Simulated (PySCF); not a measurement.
# A computed series [M(OH)4]−

Computed with PySCF 2.14.0, PBE0, def2-SVP on the ligands, density fitting, scalar-relativistic core potentials, no spin-orbit coupling, vacuum. Each member is relaxed from one template within its symmetry. Distances are means of the shortest metal–ligand contacts, charges and spins Mulliken's; removal energies are rigid, with the ligand's formal charge and no counterpoise, so too large; for an anion taken off a cation in vacuum most of it is the attraction of opposite charges, and multiply charged cations can part far more cheaply with an electron moved from ligand to metal. lcecp potentials hold a fixed number of 4f electrons in the core, out of states, spins and gaps.

```json
{"metal": "La", "basis on the metal": "lcecp-1-SVP with ECP46", "point group": "S4, nearly Td", "M–OH (Å)": "2.241", "charge on M (e)": "0.93", "removal of one OH (eV)": "5.36", "strongest infrared band, degenerate modes summed (cm⁻¹)": "237", "unstable modes (below −25 cm⁻¹)": "0"}
{"metal": "Pr", "basis on the metal": "lcecp-1-SVP with ECP48", "point group": "S4, nearly Td", "M–OH (Å)": "2.206", "charge on M (e)": "0.87", "removal of one OH (eV)": "5.41", "strongest infrared band, degenerate modes summed (cm⁻¹)": "239", "unstable modes (below −25 cm⁻¹)": "0"}
{"metal": "Tb", "basis on the metal": "lcecp-1-SVP with ECP54", "point group": "Td", "M–OH (Å)": "2.123", "charge on M (e)": "0.81", "removal of one OH (eV)": "5.64", "strongest infrared band, degenerate modes summed (cm⁻¹)": "210", "unstable modes (below −25 cm⁻¹)": "0"}
{"metal": "Er", "basis on the metal": "lcecp-1-SVP with ECP57", "point group": "S4", "M–OH (Å)": "2.093", "charge on M (e)": "0.78", "removal of one OH (eV)": "5.77", "strongest infrared band, degenerate modes summed (cm⁻¹)": "–", "unstable modes (below −25 cm⁻¹)": "1 (soft)"}
{"metal": "Lu", "basis on the metal": "lcecp-1-SVP with ECP60", "point group": "S4", "M–OH (Å)": "2.085", "charge on M (e)": "0.71", "removal of one OH (eV)": "6.06", "strongest infrared band, degenerate modes summed (cm⁻¹)": "–", "unstable modes (below −25 cm⁻¹)": "1 (soft)"}
```

(1) A further member has point group S4, nearly Td, M–OH (Å) 2.162, charge on M (e) 0.83, removal of one OH (eV) 5.53, strongest infrared band, degenerate modes summed (cm⁻¹) 239, unstable modes (below −25 cm⁻¹) 0. Which metal is it?

Members with unstable modes aren't minima as they stand: saddle points kept by symmetry or, where the modes are soft, flat surfaces and noise. One start shape was tried for each, so a minimum needn't be the lowest isomer.

Results:

(1) Sm, lcecp-1-SVP with ECP51. Other answers can fit too; this one was computed.
